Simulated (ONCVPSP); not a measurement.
## What one change does to a pseudopotential (holmium (Ho), ONCV)

* Element: Ho
* Generator: ONCVPSP 4.0.1
* Type: optimised norm-conserving Vanderbilt (ONCV)
* Functional: BLYP
* Relativity: fully relativistic
* Frozen core: [Xe] 4f10
* Valence charge: 3
* Reference configuration: 5d1 (charge +2)
* Partial waves: s scattering state at 0.41 Ha: rc 2.25 bohr, ncon 4, nbas 7, qcut 2.4 1/bohr, 2 projectors, debl 3.8 Ha; p scattering state at 0.4 Ha: rc 2.60 bohr, ncon 3, nbas 7, qcut 3.1 1/bohr, 2 projectors, debl 2.5 Ha; 5d: rc 2.80 bohr, ncon 4, nbas 9, qcut 6.2 1/bohr, 1 projector; f scattering state at 0.31 Ha: rc 3.00 bohr, ncon 5, nbas 9, qcut 3.9 1/bohr, 2 projectors, debl 3.7 Ha
* Local potential: polynomial inside 1.70 bohr (lpopt 5, dvloc0 1 Ha)
* Core correction: none

Open shells are filled in proportion to 2j + 1.

In the s channel the program set the typed energies aside and used 0.050, 3.850 Ha. In the p channel the program set the typed energies aside and used 0.050, 2.550 Ha (j = l + 1/2; the other j can differ).

Change: local potential polynomial inside 1.70 bohr (lpopt 5, dvloc0 4 Ha).

Cutoffs: the cutoffs (Ha) at which the residual kinetic energy of the hardest occupied pseudo-wave falls to 1 and 0.1 mHa per electron; they do not see the model core or the augmentation charge, which bear on the density cutoff. Errors are all-electron minus pseudo energies relative to the spin-unpolarised reference configuration.

**Question.** Predict the effect on cutoff, ghosts and configuration errors.

**Answer.** The potential gets neither clearly harder nor softer (10 Ha and 12 Ha → 10 Ha and 12 Ha); the lowest positive-energy flag moves from s at 17.3 eV to s at 61.5 eV; the number of tests with a reliable result goes from 3 to 4; the errors of the 3 common tests hardly move; the range in which the s phases agree widens (upper end 0.5 → 1.5); the range in which the p3/2 phases agree widens (upper end 1.1 → 3.3); neither file shows a bound ghost.

| quantity | base | changed |
| --- | --- | --- |
| cutoff, loose | 10 Ha | 10 Ha |
| cutoff, tight | 12 Ha | 12 Ha |
| bound ghosts | none | none |
| GHOST(+) flags under 300 eV | s at 17.3 eV, p3/2 at 42.5 eV, p1/2 at 46.2 eV, s at 157.1 eV | s at 61.5 eV, p3/2 at 70.2 eV, p1/2 at 72.6 eV |
| tests counted as reliable (solved cleanly; for ONCVPSP, near-neutral configurations with less than one 5d electron left out) | 3 of 4 | 4 of 4 |
| error for 5d1 6s1, meV [ΔE -12.71 eV] | +479 | +430 |
| error for 5d1 6s1.5, meV [ΔE -16.83 eV] | +792 | +721 |
| error for 5d2, meV [ΔE -10.92 eV] | +174 | +173 |
| s: phases at 2.29 bohr within 0.05 rad from the reference energy up to (Ha; the scan ends near 5) | 0.5 | 1.5 |
| p3/2: phases at 2.64 bohr within 0.05 rad from the reference energy up to (Ha; the scan ends near 5) | 1.1 | 3.3 |
| p1/2: phases at 2.64 bohr within 0.05 rad from the reference energy up to (Ha; the scan ends near 5) | n/a | n/a |
| d5/2: phases at 2.84 bohr within 0.05 rad from the reference energy up to (Ha; the scan ends near 5) | 0.7 | 3.9 |
| d3/2: phases at 2.84 bohr within 0.05 rad from the reference energy up to (Ha; the scan ends near 5) | 0.7 | 4.1 |
| f7/2: phases at 3.05 bohr within 0.05 rad from the reference energy up to (Ha; the scan ends near 5) | 1.8 | 1.9 |
| f5/2: phases at 3.05 bohr within 0.05 rad from the reference energy up to (Ha; the scan ends near 5) | 2.1 | 1.6 |

Base: The cutoffs count occupied waves only; projector 2 of the f channel, the hardest unoccupied one, needs 42 Ha at the loose tolerance. Changed file: The cutoffs count occupied waves only; projector 2 of the f channel, the hardest unoccupied one, needs 42 Ha at the loose tolerance.
